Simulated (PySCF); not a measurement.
Sb(SiH3)(TeH)2 (H5SbSiTe2), SMILES [TeH][Sb]([SiH3])[TeH].

Geometry: PBE0-D3(BJ)/def2-SVP. The def2 effective core potentials stand for the cores of Sb, Te; spin–orbit coupling is left out.

Method: PBE/def2-TZVP in PySCF.

Isolated molecule, no solvent.

```
Quantity                                                                                                          Result
---------------------------------------------------------------------------------------------  -------------------------
total energy                                                                                         -1068.69448 hartree
highest occupied level                                                                                          -5.30 eV
lowest empty level                                                                                              -2.66 eV
orbital gap                                                                                                      2.64 eV
dipole moment                                                                                                     0.92 D
quadrupole, principal values (traceless, Buckingham form, about the centre of nuclear charge)     -3.55, -1.56, 5.11 D·Å
mean static polarisability                                                                        164.7 bohr³ (24.41 Å³)
polarisability, principal values                                                               128.3, 159.0, 206.9 bohr³
```
